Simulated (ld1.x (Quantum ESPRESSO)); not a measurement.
## Transferability test, RRKJ potential for Zn

zinc, norm-conserving RRKJ (Kleinman–Bylander form), made with ld1.x (Quantum ESPRESSO) 7.5 (PBEsol, scalar-relativistic). Core [Ar], reference 3d10 4s1 4p1. Waves: 4s (bound): rc 2.10 bohr; 4p (bound): rc 2.45 bohr; 3d (bound): rc 0.70 bohr. Local part: the d channel. Core correction: a·sin(br)/r model core inside 0.40 bohr. rho0 = 0.001.

Energies are relative to the spin-unpolarised reference configuration 3d10 4s1 4p1; without spin polarisation the order of configurations can differ from experiment. Not all tests gave a result: 1 of 7 tests not solved or not reliable. Left out of the table: 3d9 4s2 4p1 (solver errors, printed error -36.6 eV).

| valence configuration | charge | ΔE all-electron (eV) | error AE − PS (meV) |
| --- | --- | --- | --- |
| 3d10 4s2 4p0 | 0 | -5.126 | -2.0 |
| 3d10 4s0 4p0 | +2 | 23.122 | -34 |
| 3d10 4s0 4p1 | +1 | 11.131 | -8.4 |
| 3d10 4s0 4p2 | 0 | 5.477 | -4.7 |

Problem. What are ΔE and the potential's error for 3d10 4s1 4p0?

Solution. ΔE = 4.773 eV all-electron; the error (AE − PS) is -1.4 meV.

Problem. What are ΔE and the potential's error for 3d8 4s0 4p0?

Solution. ΔE = 125.412 eV all-electron; the error (AE − PS) is -671 meV.

Levels in the configuration 3d10 4s2 4p0:

```tsv
level	all-electron (eV)	pseudo (eV)
3d	-10.168	-10.209
4s	-5.998	-5.995
```

Note: ghost states, extra bound levels that the all-electron valence spectrum of the same l lacks: s at -837.0 eV, p at -360.7 eV. A true bound ghost makes a file unfit for plane-wave use.
